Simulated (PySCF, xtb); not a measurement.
dimethoxyethane (C4H10O2), SMILES COCCOC.

Geometry optimised at r2SCAN-D4/def2-SVP. The values are those of a single conformer.

Calculation: C-PCM-B3LYP/def2-SVP (PySCF).

The values are the electrostatic part of the solvation free energy, E(continuum) − E(gas) at the gas-phase geometry, in a cavity of scaled van der Waals radii (PySCF's table); cavitation and dispersion terms are not included. In vacuum the orbital gap is 8.43 eV. The dipole moment in vacuum is 1.28 D.

Problem. Estimate the values in water (ε = 78.36), n-hexane (ε = 1.88), ethanol (ε = 24.85). (The exact figures need the calculation; the answer reports its results.)

Solution. 
```tsv
solvent	ε	ΔG(elec) (kcal/mol)	dipole (D)	gap (eV)
water	78.36	-4.6	1.79	8.68
n-hexane	1.88	-2.0	1.49	8.53
ethanol	24.85	-4.4	1.78	8.67
```

For comparison, GFN2-xTB/ALPB(water) (xtb, at the GFN2-xTB geometry, all terms of that model) gives -2.8 kcal/mol.
